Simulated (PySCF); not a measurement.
A structure optimised at PBE-D3(BJ)/def2-TZVP, used in a PySCF frequency run:

```xyz
8

C     -0.2253     1.1954     0.0000
C      0.5487    -0.1028     0.0000
F     -0.3396    -1.1938     0.0000
H      0.4726     2.0463     0.0000
H     -0.8612     1.2710    -0.8927
H     -0.8612     1.2710     0.8927
H      1.1828    -0.1997     0.8963
H      1.1828    -0.1997    -0.8963
```
Charge 0, spin multiplicity 1.

Task: Write its SMILES, formula and point group.

Result: CCF, C2H5F, Cs

Task: What are its rotational constants (standard atomic weights)?

Result: 35.974, 9.2478, 8.1192 GHz
